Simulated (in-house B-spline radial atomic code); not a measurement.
Excitations of Rb XXVIII (Rb27+) by several methods

Full response, energies in eV; labels give the largest channel, * marks a mixed state, a dash one above the method's threshold, and an imaginary frequency an unstable closed-shell reference. Computed with an all-electron radial atomic-structure program (B-spline basis): linear response of the closed shell [He] 2s2 2p6 with each method's own kernel (bare exchange for TDHF, static screening on G0W0 levels for BSE, the adiabatic kernel for functionals); non-relativistic, point nucleus, no spin-orbit coupling, no double excitations, S, P, D and F terms only. Only terms of natural parity with L up to 3 were computed.

Without relativity these are model numbers for so heavy an element.

```json
{"method": "TDHF", "2p → 3s 3P": "1783.48", "2p → 3s 1P": "1788.69", "2p → 3p 3S": "1825.54", "α (bohr³)": "0.001106"}
{"method": "PBE", "2p → 3s 3P": "1756.55", "2p → 3s 1P": "1761.36", "2p → 3p 3S": "1804.08", "α (bohr³)": "0.001117"}
{"method": "B97-1", "2p → 3s 3P": "1762.92", "2p → 3s 1P": "1767.62", "2p → 3p 3S": "1810.07", "α (bohr³)": "0.001114"}
{"method": "LDA VWN5", "2p → 3s 3P": "?", "2p → 3s 1P": "?", "2p → 3p 3S": "?", "α (bohr³)": "?"}
{"method": "BP86", "2p → 3s 3P": "?", "2p → 3s 1P": "?", "2p → 3p 3S": "?", "α (bohr³)": "?"}
{"method": "LDA exchange-only", "2p → 3s 3P": "1757.58", "2p → 3s 1P": "1762.44", "2p → 3p 3S": "1803.18", "α (bohr³)": "0.001119"}
```

What does LDA VWN5 give?

2p → 3s 3P: 1759.31; 2p → 3s 1P: 1763.88; 2p → 3p 3S: 1805.37; α: 0.001119 (eV, bohr³).

What does BP86 give?

2p → 3s 3P: 1759.06; 2p → 3s 1P: 1763.71; 2p → 3p 3S: 1806.72; α: 0.001116 (eV, bohr³).
